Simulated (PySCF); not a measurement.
Tc³⁸⁺: ionisation energy

Tc³⁸⁺ [He] 2s2 2p1 (2P) → Tc³⁹⁺ [He] 2s2 (1S), as a difference of total energies. All numbers are calculated (PySCF 2.14, scalar relativity by spin-free X2C-1e, in an uncontracted even-tempered set (19 s from 14 bohr⁻², ratio 2.2; 12 p from 18 bohr⁻², ratio 2.2; 6 d from 72 bohr⁻², ratio 2.4; 5 f from 110 bohr⁻², ratio 2.4; 4 g from 160 bohr⁻², ratio 2.4)). Correlated levels: nothing frozen; virtual orbitals above 40 to 60 times the deepest correlated orbital energy dropped. The calculations carry no spin-orbit coupling.

| method | ionisation energy (eV) |
| --- | --- |
| UHF | 5488.0 |
| LDA | 5483.1 |
| PBE | 5489.2 |
| PBE0 | 5489.1 |
| r2SCAN | 5491.0 |
| revPBE | 5489.0 |
| B2PLYP | 5489.3 |
| MP2 (all electrons) | 5487.2 |
| SCS-MP2 (all electrons) | 5486.8 |

A first-order spin-orbit estimate (lowest level to lowest level, LS coupling) adds 87.061 eV.

For this ion Breit and QED terms and the two-electron picture change, all absent here, outweigh the differences among the correlated methods.

For comparison: 5570 ± 4 eV (semi-empirical (NIST evaluation); NIST Atomic Spectra Database, ionization energies).
